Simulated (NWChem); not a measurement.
disilazane (H7NSi2)

SMILES: [SiH3]N[SiH3]
```xyz
10

Si    -0.1137    -0.0715    -1.5845
N      0.5292     0.3225     0.0000
Si    -0.1137    -0.0715     1.5845
H      1.0065    -0.4447    -2.5204
H     -1.0492    -1.2341    -1.4115
H     -0.8749     1.0597    -2.2339
H      1.3147     0.9828     0.0000
H     -0.8749     1.0597     2.2339
H      1.0065    -0.4447     2.5204
H     -1.0492    -1.2341     1.4115
```
Charge 0, spin multiplicity 1.

The numbers come from NWChem runs, not from measurements. The geometry was optimised at PBE/def2-SVP, a minimum by its harmonic frequencies.

The correlated methods keep 11 core orbitals frozen. The Pople sets run with spherical d functions.

Worked example. A B2PLYP run in 6-31G* ends its self-consistent part (53 % exact exchange, 47 % B88, 73 % LYP) at -637.47855 Ha, and second-order perturbation theory on those orbitals gives -0.39903 Ha unscaled.

The perturbative term enters with the weight 0.27: -637.47855 + 0.27·(-0.39903) = -637.58629 Ha is the total energy.
